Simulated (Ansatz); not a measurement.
Ansatz (a quantum-chemistry and plane-wave program) input (B3LYP-D3(BJ)/def2-TZVP):

Ansatz 0.2 input:
```yaml
crystal:
  periodic: [false, false, false]
  atoms:
    - {symbol: Si, position_ang: [-0.01646950, 0.01731768, 0.93641135]}
    - {symbol: Cl, position_ang: [1.06105131, 1.22723111, -0.38986665]}
    - {symbol: Cl, position_ang: [-1.04748819, -1.24149273, -0.38129564]}
basis:
  gaussian:
    orbitals: def2-TZVP
hamiltonian:
  xc: b3lyp
  dispersion: d3bj
phonons: {temperatures: {t_min: 298.15, t_max: 298.15, t_step: 100}}
```

Output:

```
Functional definition: B3LYP
integrals: 0.04 GiB planned
787 factors; their error is unknown
mean field: 0.34 GiB planned
mean field evaluation 1: about -32926.1653 eV, gradient 1.7e1 eV
mean field evaluation 2: about -32925.6725 eV, gradient 2.3e1 eV
mean field evaluation 4: about -32926.9157 eV, gradient 8.2e-1 eV
mean field evaluation 8: about -32927.0038 eV, gradient 1.1e-1 eV
mean field -32927.00384105 eV, -1210.0450724338 hartree, gradient 2.2e-5 eV, S^2 0.000000; 0 other end points of the search recorded, 0 dependent functions left out
the calculation of the forces begins
reference -32927.00406009 eV, -1210.0450804835 hartree; 24, 24 occupied and 87, 87 virtual orbitals, 787 factors
these checks for a lower state are left out or cut short: stability, starts, cluster_reference, orbital_swaps, neighbouring_geometries, increment
integrals: 0.04 GiB planned
787 factors; their error is unknown
mean field: 0.34 GiB planned
mean field evaluation 16: about -32926.9176 eV, gradient 1.4e-1 eV
mean field -32927.00380543 eV, -1210.0450711248 hartree, gradient 1.4e-6 eV, S^2 0.000000; 0 other end points of the search recorded, 0 dependent functions left out
the calculation of the forces begins
reference -32927.00402445 eV, -1210.0450791737 hartree; 24, 24 occupied and 87, 87 virtual orbitals, 787 factors
these checks for a lower state are left out or cut short: stability, starts, cluster_reference, orbital_swaps, neighbouring_geometries, increment
integrals: 0.04 GiB planned
787 factors; their error is unknown
mean field: 0.34 GiB planned
mean field -32927.00381390 eV, -1210.0450714360 hartree, gradient 1.5e-6 eV, S^2 0.000000; 0 other end points of the search recorded, 0 dependent functions left out
the calculation of the forces begins
reference -32927.00403297 eV, -1210.0450794865 hartree; 24, 24 occupied and 87, 87 virtual orbitals, 787 factors
these checks for a lower state are left out or cut short: stability, starts, cluster_reference, orbital_swaps, neighbouring_geometries, increment
integrals: 0.04 GiB planned
787 factors; their error is unknown
mean field: 0.34 GiB planned
mean field evaluation 32: about -32927.0039 eV, gradient 2.5e-5 eV
mean field -32927.00387941 eV, -1210.0450738434 hartree, gradient 9.5e-7 eV, S^2 0.000000; 0 other end points of the search recorded, 0 dependent functions left out
the calculation of the forces begins
reference -32927.00409849 eV, -1210.0450818945 hartree; 24, 24 occupied and 87, 87 virtual orbitals, 787 factors
these checks for a lower state are left out or cut short: stability, starts, cluster_reference, orbital_swaps, neighbouring_geometries, increment
integrals: 0.04 GiB planned
787 factors; their error is unknown
mean field: 0.34 GiB planned
mean field -32927.00374443 eV, -1210.0450688832 hartree, gradient 2.7e-6 eV, S^2 0.000000; 0 other end points of the search recorded, 0 dependent functions left out
the calculation of the forces begins
reference -32927.00396344 eV, -1210.0450769314 hartree; 24, 24 occupied and 87, 87 virtual orbitals, 787 factors
these checks for a lower state are left out or cut short: stability, starts, cluster_reference, orbital_swaps, neighbouring_geometries, increment
integrals: 0.04 GiB planned
787 factors; their error is unknown
mean field: 0.34 GiB planned
mean field -32927.00383391 eV, -1210.0450721715 hartree, gradient 7.4e-7 eV, S^2 0.000000; 0 other end points of the search recorded, 0 dependent functions left out
the calculation of the forces begins
reference -32927.00405297 eV, -1210.0450802217 hartree; 24, 24 occupied and 87, 87 virtual orbitals, 787 factors
these checks for a lower state are left out or cut short: stability, starts, cluster_reference, orbital_swaps, neighbouring_geometries, increment
integrals: 0.04 GiB planned
787 factors; their error is unknown
mean field: 0.34 GiB planned
mean field -32927.00382857 eV, -1210.0450719752 hartree, gradient 2.1e-6 eV, S^2 0.000000; 0 other end points of the search recorded, 0 dependent functions left out
the calculation of the forces begins
reference -32927.00404760 eV, -1210.0450800244 hartree; 24, 24 occupied and 87, 87 virtual orbitals, 787 factors
Total energy: -32927.18610224 eV, -1210.0517704091 hartree
Atom 0 at    -0.016470     0.017318     0.936411 Å, force     0.000008    -0.000008    -0.000449 eV/Å
Atom 1 at     1.061051     1.227231    -0.389867 Å, force    -0.000218    -0.000247     0.000225 eV/Å
Atom 2 at    -1.047488    -1.241493    -0.381296 Å, force     0.000210     0.000255     0.000223 eV/Å
Dipole moment:    -0.003859     0.004058     0.219424 e Å
Vibrations: 193.32 493.04 501.43 cm⁻¹, zero-point energy 0.073633 eV
```
